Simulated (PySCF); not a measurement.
Simulation results for H5N2Si, H4NOSi

Calculation on a computer-drawn molecule: optimised geometry and harmonic frequencies of an isolated molecule of the commonest isotopes, restricted reference for singlets and unrestricted otherwise, frozen core in MP2. Program: PySCF 2.14.0.

Common to all runs: charge -1; multiplicity 1; basis aug-cc-pV(D+d)Z.

(1) H5N2Si

Start structure:
```xyz
8
H5N2Si
N      0.5955     1.0854     1.2849
Si    -0.2808    -0.1029     2.1328
N     -2.0043     0.1288     1.5193
H      1.5766     1.0318     1.5065
H      0.4205     1.1486     0.3204
H      0.0182    -1.4471     1.3612
H     -2.4522     0.9046     1.8553
H     -2.0468     0.1282     0.4541
```

Here we set method HF.

The calculation gives: rotational constants 19.13, 6.651, 5.416 GHz; total energy -400.7684 hartree; convergence status largest gradient component 2.03e-05 hartree/bohr.

Drawn bonds:
```
atom  other atom  order
   1           2      1
   2           3      1
   1           4      1
   1           5      1
   2           6      1
   3           7      1
   3           8      1
```

Optimised structure:
```xyz
8
H5N2Si
N      0.6282     1.0567     1.1290
Si    -0.3415    -0.1704     2.1011
N     -2.0603     0.0806     1.5454
H      1.3845     1.4685     1.6401
H      0.9816     0.7611     0.2367
H     -0.0814    -1.3993     1.2018
H     -2.5122     0.8388     2.0223
H     -2.1722     0.2413     0.5581
```

Modes:
```
frequency (cm⁻¹)  reduced mass (dalton)
           138.2                  1.084
           257.1                  1.786
           308.4                  1.344
           501.3                   1.41
           611.1                  2.484
           650.9                  2.532
           684.8                  1.675
           711.7                  1.504
           820.9                  1.059
           986.7                  1.111
            1014                  1.254
            1683                  1.099
            1686                  1.098
            1903                  1.038
            3681                  1.053
            3711                  1.053
            3780                  1.089
            3809                  1.091
```

(2) H4NOSi

Start structure:
```xyz
7
H4NOSi
N     -0.3158     0.6478     0.3062
Si     0.5204     2.0519    -0.5055
O      2.1813     1.6439    -0.2263
H     -0.1890     0.7028     1.2806
H     -1.2904     0.6881     0.1544
H      0.3391     1.5040    -1.9373
H      2.3807     0.5999    -0.3372
```

Here we set method HF.

Results for H4NOSi: rotational constants 19.39, 7.263, 5.742 GHz; total energy -420.6265 hartree; convergence status largest gradient component 1.857e-05 hartree/bohr.

Drawn bonds:
```
atom  other atom  order
   1           2      1
   2           3      1
   1           4      1
   1           5      1
   2           6      1
   3           7      1
```

Optimised structure:
```xyz
7
H4NOSi
N     -0.2210     0.7495     0.4829
Si     0.6439     2.1195    -0.3922
O      2.2751     1.5008    -0.3878
H     -0.6539     1.0167     1.3457
H     -0.8998     0.2498    -0.0609
H      0.2041     1.6433    -1.8094
H      2.2779     0.5588    -0.4434
```

Modes:
```
frequency (cm⁻¹)  reduced mass (dalton)
             179                  1.202
           232.2                  1.439
           389.1                  1.904
           523.9                  1.419
           651.2                   4.43
           708.1                  8.231
           729.8                  1.068
           858.2                  1.074
           980.6                  1.119
            1025                  1.238
            1686                  1.098
            1831                  1.039
            3728                   1.05
            3813                  1.093
            4149                  1.066
```

(3) H4NOSi

Start structure:
```xyz
7
H4NOSi
N     -0.2210     0.7495     0.4829
Si     0.6439     2.1195    -0.3922
O      2.2751     1.5008    -0.3878
H     -0.6539     1.0167     1.3457
H     -0.8998     0.2498    -0.0609
H      0.2041     1.6433    -1.8094
H      2.2779     0.5588    -0.4434
```

Here we set method MP2.

It finds rotational constants 18.44, 7.131, 5.582 GHz; total energy -421.1389 hartree; convergence status largest gradient component 3.335e-05 hartree/bohr.

Drawn bonds:
```
atom  other atom  order
   1           2      1
   2           3      1
   1           4      1
   1           5      1
   2           6      1
   3           7      1
```

Optimised structure:
```xyz
7
H4NOSi
N     -0.2110     0.7294     0.4677
Si     0.6372     2.1451    -0.4124
O      2.3103     1.5238    -0.3791
H     -0.6172     0.9883     1.3669
H     -0.9501     0.2831    -0.0785
H      0.1958     1.6134    -1.8112
H      2.2612     0.5554    -0.4184
```

Modes:
```
frequency (cm⁻¹)  reduced mass (dalton)
           174.9                  1.702
           235.7                  1.168
           377.1                  1.669
           495.4                  1.512
           608.7                  4.026
           645.2                  7.431
           680.7                  1.058
           795.1                  1.071
             924                  1.115
             962                  1.218
            1546                  1.096
            1823                   1.04
            3506                   1.05
            3613                  1.092
            3773                  1.065
```
